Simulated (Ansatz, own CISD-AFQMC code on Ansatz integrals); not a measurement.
C2H2Si, SMILES `C1=C[Si]1` (charge 0, multiplicity 1).

Z-matrix (Å, degrees):
```
C
C 1 1.3382
H 2 1.0828 1 134.96
H 1 1.0828 2 134.96 3 0.00
Si 2 1.8256 3 156.54 1 -180.00
```
Charge 0, multiplicity 1.

Frozen-core energies in cc-pVDZ from Ansatz (an electronic-structure program) at a geometry from B3LYP-D3(BJ)/def2-TZVP; the HF reference has <S^2> = 0.00 and the T1 diagnostic is 0.014.

| level | energy (Ha) | difference from CCSDTQ (mHa) |
|---|---|---|
| HF | -365.75010 | 377.30 |
| MP2 | -366.08173 | 45.67 |
| CCSD | -366.10965 | 17.75 |
| CCSD(T) | -366.12549 | 1.90 |
| CCSDT | -366.12615 | 1.25 |
| CCSDT(Q) | -366.12750 | -0.10 |
| phaseless AFQMC, CISD trial (own CISD-AFQMC code on Ansatz integrals; ±0.39 mHa) | -366.12800 | -0.60 |
| CCSDTQ | -366.12740 | 0.00 |
